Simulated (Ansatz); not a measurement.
Method: frozen-core CCSD(T)/cc-pVTZ // M06-2X/def2-TZVP in Ansatz (a program for electronic structure). The restricted HF reference is unstable towards unrestricted orbitals.

Ansatz 0.2 input:
```yaml
crystal:
  periodic: [false, false, false]
  atoms:
    - { symbol: B, position_ang: [2.00045, -0.714542, -0.247991] }
    - { symbol: C, position_ang: [0.622014, -0.071389, -0.042848] }
    - { symbol: C, position_ang: [0.442528, 1.392584, 0.281861] }
    - { symbol: C, position_ang: [-0.457723, -0.867733, -0.164165] }
    - { symbol: C, position_ang: [-1.87133, -0.407779, 0.000426] }
    - { symbol: H, position_ang: [3.002787, -0.07376, -0.161573] }
    - { symbol: H, position_ang: [2.069168, -1.877767, -0.499319] }
    - { symbol: H, position_ang: [1.399995, 1.907672, 0.331537] }
    - { symbol: H, position_ang: [-0.172235, 1.895784, -0.469455] }
    - { symbol: H, position_ang: [-0.062259, 1.528194, 1.242396] }
    - { symbol: H, position_ang: [-0.297348, -1.915625, -0.397451] }
    - { symbol: H, position_ang: [-2.019409, 0.029905, 0.991532] }
    - { symbol: H, position_ang: [-2.586576, -1.216373, -0.130277] }
    - { symbol: H, position_ang: [-2.104185, 0.380499, -0.720991] }
basis:
  gaussian: { orbitals: cc-pVTZ }
correlation:
  method: ccsd_t
```

Output:

```
Functional definition: HF
1553 factors; integrals over basis functions are off by at most 1.1e-3 eV
mean field evaluation 1: about -4932.9275 eV, gradient 3.5e1 eV
mean field evaluation 2: about -4933.1728 eV, gradient 3.5e1 eV
mean field evaluation 4: about -4936.7848 eV, gradient 4.3e0 eV
mean field evaluation 8: about -4936.8468 eV, gradient 2.3e-1 eV
mean field evaluation 16: about -4932.9272 eV, gradient 3.5e1 eV
mean field -4936.84711135 eV, -181.4257850270 hartree, gradient 1.8e-6 eV, S^2 0.000000; 0 other end points of the search recorded, 0 dependent functions left out; unrestricted orbitals would lower it
5 core orbitals not correlated
reference -4936.84711135 eV, -181.4257850270 hartree; 14, 14 occupied and 257, 257 virtual orbitals, 1553 factors
second order -21.23098537 eV of doubles, -0.00000000 eV of singles
cycle   1  -21.99520590 eV  change   -7.6e-1 eV  update   9.6e-2
cycle   2  -22.55803270 eV  change   -5.6e-1 eV  update   2.8e-2
cycle   3  -22.65386587 eV  change   -9.6e-2 eV  update   1.2e-2
cycle   4  -22.64904549 eV  change    4.8e-3 eV  update   2.9e-3
cycle   5  -22.64953166 eV  change   -4.9e-4 eV  update   1.1e-3
cycle   6  -22.64957115 eV  change   -3.9e-5 eV  update   3.3e-4
cycle   7  -22.64951548 eV  change    5.6e-5 eV  update   1.2e-4
cycle   8  -22.64953730 eV  change   -2.2e-5 eV  update   5.9e-5
cycle   9  -22.64954764 eV  change   -1.0e-5 eV  update   2.2e-5
perturbative correction -0.96219913 eV, -0.0353601658 hartree
Total energy: -4960.45885812 eV, -182.2935007162 hartree
```

Cost: about 27 core-minutes (a rough figure).
